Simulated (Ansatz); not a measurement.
Molecule: sum formula InO2H2, charge 0, multiplicity 2. It need not be the lowest isomer of its formula. 
Structure (B3LYP-D3(BJ)/def2-TZVP (Ansatz, a first-principles code) minimum search):
```xyz
5

In     0.1447     0.0755     0.2603
O      1.0472     0.3625    -1.5304
H      0.4543     0.0725    -2.2372
O     -1.7196    -0.7253     0.0980
H     -2.1680    -0.8705     0.9393
```
Charge 0, spin multiplicity 2.

Basis-set convergence of Hartree-Fock and CCSD correlation energies (hartree) with Ansatz. Cores are frozen in the correlated levels unless marked. UHF or UKS for open shells. No spin-orbit coupling. The frozen core is the preceding noble-gas configuration, with the filled d and f shells of earlier blocks. Past Kr the def2 sets carry scalar-relativistic core potentials.

```
basis        functions       E(HF)  E(corr, CCSD)
-----------  ---------  ----------  -------------
def2-SVPD           94  -339.99904       -0.46651
def2-TZVPPD        170  (withheld)     (withheld)
```

Some entries are withheld; supply them.


- def2-TZVPPD, E(HF): -340.18515
- def2-TZVPPD, E(corr, CCSD): -0.55837
